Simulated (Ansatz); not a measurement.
Ansatz (an electronic-structure program) job for Si(OH)3(SeH) (H₄O₃SeSi), SMILES O[Si](O)(O)[SeH], PBE0-D3(BJ)/def2-SVP. 

Ansatz 0.2 input:
```yaml
crystal:
  periodic: [false, false, false]
  atoms:
    - {symbol: O, position_ang: [-1.05702279, 1.44185267, -1.07944827]}
    - {symbol: Si, position_ang: [-0.82872079, 0.06298423, -0.27342074]}
    - {symbol: O, position_ang: [-1.79113753, 0.02473683, 1.01728485]}
    - {symbol: O, position_ang: [-1.14910100, -1.18314627, -1.24783012]}
    - {symbol: Se, position_ang: [1.33564529, -0.08857630, 0.47962651]}
    - {symbol: H, position_ang: [-0.69840050, 1.55657424, -1.95454687]}
    - {symbol: H, position_ang: [-1.79671522, 0.75746311, 1.62634644]}
    - {symbol: H, position_ang: [-1.25075429, -2.05514472, -0.87653490]}
    - {symbol: H, position_ang: [1.91411161, -0.39662334, -0.79472728]}
basis:
  gaussian:
    orbitals: def2-SVP
hamiltonian:
  xc: pbe0
  dispersion: d3bj
relax: {f_tol: 0.002, max_steps: 200}
```

It prints:

```
WARN ansatz: RAYON_NUM_THREADS=1 ignored (pool sized by the plan → 1); use --threads N
Functional definition: PBE0
integrals: 0.07 GiB planned
1136 factors; integrals over basis functions are off by at most 3.2e-4 eV
mean field: 0.59 GiB planned
mean field evaluation 1: about -79395.8053 eV, gradient 7.5e1 eV
mean field evaluation 2: about -79385.7401 eV, gradient 1.1e2 eV
mean field evaluation 4: about -79405.1203 eV, gradient 2.4e0 eV
mean field evaluation 8: about -79405.1339 eV, gradient 5.0e-2 eV
mean field evaluation 16: about -79405.1339 eV, gradient 1.7e-5 eV
mean field -79405.13385864 eV, -2918.0848465720 hartree, gradient 1.7e-5 eV, S^2 0.000000; 0 other end points of the search recorded, 0 dependent functions left out
the calculation of the forces begins
reference -79405.13388147 eV, -2918.0848474113 hartree; 38, 38 occupied and 74, 74 virtual orbitals, 1136 factors
relax step   1: F+E_penalty+E_count = -79405.32281748 eV  Δ(F+E_penalty+E_count) = +0.000e0 eV  max|allowed force component| = 1.309e0 eV/Å  Δτ_max = 0.0000 Å  (26 SCF iters, accepted)
these checks for a lower state are left out or cut short: starts, cluster_reference, orbital_swaps, neighbouring_geometries, increment
integrals: 0.07 GiB planned
1136 factors; integrals over basis functions are off by at most 3.2e-4 eV
mean field: 0.59 GiB planned
mean field -79405.18777733 eV, -2918.0868280475 hartree, gradient 5.1e-5 eV, S^2 0.000000; 0 other end points of the search recorded, 0 dependent functions left out
the calculation of the forces begins
[...]
these checks for a lower state are left out or cut short: starts, cluster_reference, orbital_swaps, neighbouring_geometries, increment
integrals: 0.07 GiB planned
1136 factors; integrals over basis functions are off by at most 3.6e-4 eV
mean field: 0.59 GiB planned
mean field evaluation 64: about -79405.2669 eV, gradient 6.8e-6 eV
mean field -79405.26686152 eV, -2918.0897343377 hartree, gradient 6.8e-6 eV, S^2 0.000000; 0 other end points of the search recorded, 0 dependent functions left out
the calculation of the forces begins
reference -79405.26688382 eV, -2918.0897351573 hartree; 38, 38 occupied and 74, 74 virtual orbitals, 1136 factors
relax step   9: F+E_penalty+E_count = -79405.45522761 eV  Δ(F+E_penalty+E_count) = -8.250e-3 eV  max|allowed force component| = 8.043e-2 eV/Å  Δτ_max = 0.1500 Å  (28 SCF iters, accepted)
these checks for a lower state are left out or cut short: starts, cluster_reference, orbital_swaps, neighbouring_geometries, increment
integrals: 0.07 GiB planned
1136 factors; integrals over basis functions are off by at most 3.7e-4 eV
mean field: 0.59 GiB planned
mean field -79405.17089517 eV, -2918.0862076394 hartree, gradient 4.4e-5 eV, S^2 0.000000; 0 other end points of the search recorded, 0 dependent functions left out
the calculation of the forces begins
reference -79405.17091737 eV, -2918.0862084552 hartree; 38, 38 occupied and 74, 74 virtual orbitals, 1136 factors
relax step  10: F+E_penalty+E_count = -79405.35881398 eV  Δ(F+E_penalty+E_count) = +9.641e-2 eV  max|allowed force component| = 1.974e0 eV/Å  Δτ_max = 0.1947 Å  (30 SCF iters, rejected (line search))
these checks for a lower state are left out or cut short: starts, cluster_reference, orbital_swaps, neighbouring_geometries, increment
integrals: 0.07 GiB planned
1136 factors; integrals over basis functions are off by at most 3.5e-4 eV
mean field: 0.59 GiB planned
mean field -79405.27564479 eV, -2918.0900571169 hartree, gradient 8.0e-6 eV, S^2 0.000000; 0 other end points of the search recorded, 0 dependent functions left out
the calculation of the forces begins
reference -79405.27566707 eV, -2918.0900579357 hartree; 38, 38 occupied and 74, 74 virtual orbitals, 1136 factors
relax step  11: F+E_penalty+E_count = -79405.46394733 eV  Δ(F+E_penalty+E_count) = -8.720e-3 eV  max|allowed force component| = 1.971e-1 eV/Å  Δτ_max = 0.0973 Å  (29 SCF iters, accepted)
these checks for a lower state are left out or cut short: starts, cluster_reference, orbital_swaps, neighbouring_geometries, increment
integrals: 0.07 GiB planned
1136 factors; integrals over basis functions are off by at most 3.5e-4 eV
mean field: 0.59 GiB planned
mean field -79405.27472982 eV, -2918.0900234926 hartree, gradient 8.0e-6 eV, S^2 0.000000; 0 other end points of the search recorded, 0 dependent functions left out
the calculation of the forces begins
reference -79405.27475212 eV, -2918.0900243120 hartree; 38, 38 occupied and 74, 74 virtual orbitals, 1136 factors
relax step  12: F+E_penalty+E_count = -79405.46287675 eV  Δ(F+E_penalty+E_count) = +1.071e-3 eV  max|allowed force component| = 8.547e-1 eV/Å  Δτ_max = 0.0990 Å  (29 SCF iters, rejected (line search))
these checks for a lower state are left out or cut short: starts, cluster_reference, orbital_swaps, neighbouring_geometries, increment
integrals: 0.07 GiB planned
1136 factors; integrals over basis functions are off by at most 3.5e-4 eV
mean field: 0.59 GiB planned
mean field -79405.28101557 eV, -2918.0902544897 hartree, gradient 3.8e-5 eV, S^2 0.000000; 0 other end points of the search recorded, 0 dependent functions left out
the calculation of the forces begins
reference -79405.28103787 eV, -2918.0902553092 hartree; 38, 38 occupied and 74, 74 virtual orbitals, 1136 factors
relax step  13: F+E_penalty+E_count = -79405.46918426 eV  Δ(F+E_penalty+E_count) = -5.237e-3 eV  max|allowed force component| = 1.733e-1 eV/Å  Δτ_max = 0.0495 Å  (25 SCF iters, accepted)
these checks for a lower state are left out or cut short: starts, cluster_reference, orbital_swaps, neighbouring_geometries, increment
integrals: 0.07 GiB planned
1136 factors; integrals over basis functions are off by at most 3.5e-4 eV
mean field: 0.59 GiB planned
mean field -79405.28547658 eV, -2918.0904184285 hartree, gradient 3.6e-5 eV, S^2 0.000000; 0 other end points of the search recorded, 0 dependent functions left out
the calculation of the forces begins
reference -79405.28549889 eV, -2918.0904192487 hartree; 38, 38 occupied and 74, 74 virtual orbitals, 1136 factors
relax step  14: F+E_penalty+E_count = -79405.47357079 eV  Δ(F+E_penalty+E_count) = -4.387e-3 eV  max|allowed force component| = 2.242e-1 eV/Å  Δτ_max = 0.0487 Å  (25 SCF iters, accepted)
these checks for a lower state are left out or cut short: starts, cluster_reference, orbital_swaps, neighbouring_geometries, increment
integrals: 0.07 GiB planned
1136 factors; integrals over basis functions are off by at most 3.5e-4 eV
mean field: 0.59 GiB planned
mean field evaluation 96: about -79405.2158 eV, gradient 4.8e0 eV
mean field -79405.29186368 eV, -2918.0906531503 hartree, gradient 7.3e-5 eV, S^2 0.000000; 0 other end points of the search recorded, 0 dependent functions left out
the calculation of the forces begins
reference -79405.29188604 eV, -2918.0906539721 hartree; 38, 38 occupied and 74, 74 virtual orbitals, 1136 factors
relax step  15: F+E_penalty+E_count = -79405.47981100 eV  Δ(F+E_penalty+E_count) = -6.240e-3 eV  max|allowed force component| = 1.503e-1 eV/Å  Δτ_max = 0.0750 Å  (25 SCF iters, accepted)
these checks for a lower state are left out or cut short: starts, cluster_reference, orbital_swaps, neighbouring_geometries, increment
integrals: 0.07 GiB planned
1136 factors; integrals over basis functions are off by at most 3.4e-4 eV
mean field: 0.59 GiB planned
mean field -79405.29675899 eV, -2918.0908330497 hartree, gradient 9.3e-6 eV, S^2 0.000000; 0 other end points of the search recorded, 0 dependent functions left out
the calculation of the forces begins
reference -79405.29678140 eV, -2918.0908338731 hartree; 38, 38 occupied and 74, 74 virtual orbitals, 1136 factors
relax step  16: F+E_penalty+E_count = -79405.48446265 eV  Δ(F+E_penalty+E_count) = -4.652e-3 eV  max|allowed force component| = 5.907e-2 eV/Å  Δτ_max = 0.1125 Å  (29 SCF iters, accepted)
these checks for a lower state are left out or cut short: starts, cluster_reference, orbital_swaps, neighbouring_geometries, increment
integrals: 0.07 GiB planned
1136 factors; integrals over basis functions are off by at most 3.4e-4 eV
mean field: 0.59 GiB planned
mean field -79405.29575684 eV, -2918.0907962214 hartree, gradient 4.2e-5 eV, S^2 0.000000; 0 other end points of the search recorded, 0 dependent functions left out
the calculation of the forces begins
reference -79405.29577927 eV, -2918.0907970456 hartree; 38, 38 occupied and 74, 74 virtual orbitals, 1136 factors
relax step  17: F+E_penalty+E_count = -79405.48328953 eV  Δ(F+E_penalty+E_count) = +1.173e-3 eV  max|allowed force component| = 1.403e-1 eV/Å  Δτ_max = 0.0318 Å  (24 SCF iters, rejected (line search))
these checks for a lower state are left out or cut short: starts, cluster_reference, orbital_swaps, neighbouring_geometries, increment
integrals: 0.07 GiB planned
1136 factors; integrals over basis functions are off by at most 3.4e-4 eV
mean field: 0.59 GiB planned
mean field -79405.29698242 eV, -2918.0908412604 hartree, gradient 4.3e-5 eV, S^2 0.000000; 0 other end points of the search recorded, 0 dependent functions left out
the calculation of the forces begins
reference -79405.29700482 eV, -2918.0908420837 hartree; 38, 38 occupied and 74, 74 virtual orbitals, 1136 factors
relax step  18: F+E_penalty+E_count = -79405.48478635 eV  Δ(F+E_penalty+E_count) = -3.237e-4 eV  max|allowed force component| = 1.735e-2 eV/Å  Δτ_max = 0.0155 Å  (25 SCF iters, accepted)
these checks for a lower state are left out or cut short: starts, cluster_reference, orbital_swaps, neighbouring_geometries, increment
integrals: 0.07 GiB planned
1136 factors; integrals over basis functions are off by at most 3.4e-4 eV
mean field: 0.59 GiB planned
mean field -79405.29709418 eV, -2918.0908453675 hartree, gradient 1.9e-5 eV, S^2 0.000000; 0 other end points of the search recorded, 0 dependent functions left out
the calculation of the forces begins
reference -79405.29711659 eV, -2918.0908461911 hartree; 38, 38 occupied and 74, 74 virtual orbitals, 1136 factors
relax step  19: F+E_penalty+E_count = -79405.48484502 eV  Δ(F+E_penalty+E_count) = -5.867e-5 eV  max|allowed force component| = 3.121e-3 eV/Å  Δτ_max = 0.0075 Å  (23 SCF iters, accepted)
these checks for a lower state are left out or cut short: starts, cluster_reference, orbital_swaps, neighbouring_geometries, increment
integrals: 0.07 GiB planned
1136 factors; integrals over basis functions are off by at most 3.4e-4 eV
mean field: 0.59 GiB planned
mean field -79405.29711300 eV, -2918.0908460594 hartree, gradient 6.8e-5 eV, S^2 0.000000; 0 other end points of the search recorded, 0 dependent functions left out
the calculation of the forces begins
reference -79405.29713541 eV, -2918.0908468830 hartree; 38, 38 occupied and 74, 74 virtual orbitals, 1136 factors
relax step  20: F+E_penalty+E_count = -79405.48484852 eV  Δ(F+E_penalty+E_count) = -3.499e-6 eV  max|allowed force component| = 1.127e-3 eV/Å  Δτ_max = 0.0024 Å  (20 SCF iters, accepted)
integrals: 0.07 GiB planned
1136 factors; integrals over basis functions are off by at most 3.4e-4 eV
mean field: 0.59 GiB planned
mean field evaluation 128: about -79405.2905 eV, gradient 6.7e-2 eV
mean field -79405.29711300 eV, -2918.0908460594 hartree, gradient 6.8e-5 eV, S^2 0.000000; 1 other end points of the search recorded, 0 dependent functions left out
the calculation of the forces begins
reference -79405.29713541 eV, -2918.0908468830 hartree; 38, 38 occupied and 74, 74 virtual orbitals, 1136 factors
Total energy: -79405.48487094 eV, -2918.0977460361 hartree
Atom 0 at    -0.964475     1.526883    -0.961511 Å, force     0.000424    -0.000366    -0.000394 eV/Å
Atom 1 at    -0.703149     0.104544    -0.168209 Å, force     0.000637     0.000155     0.000271 eV/Å
Atom 2 at    -1.511814     0.178195     1.263617 Å, force     0.000479    -0.000291     0.000382 eV/Å
Atom 3 at    -1.211570    -1.063934    -1.224536 Å, force    -0.000679     0.000539    -0.000350 eV/Å
Atom 4 at     1.420008    -0.324396     0.502315 Å, force    -0.001127     0.000364    -0.000070 eV/Å
Atom 5 at    -0.983832     1.468640    -1.921513 Å, force    -0.000073     0.000571    -0.000297 eV/Å
Atom 6 at    -2.260137     0.784411     1.270675 Å, force     0.000121    -0.000259    -0.000027 eV/Å
Atom 7 at    -0.975272    -1.966606    -0.989477 Å, force     0.000259    -0.000755     0.000270 eV/Å
Atom 8 at     1.868147    -0.587615    -0.874610 Å, force    -0.000042     0.000042     0.000215 eV/Å
Dipole moment:    -0.183372    -0.124234    -0.378969 e Å
```

The calculation finished and met its thresholds.
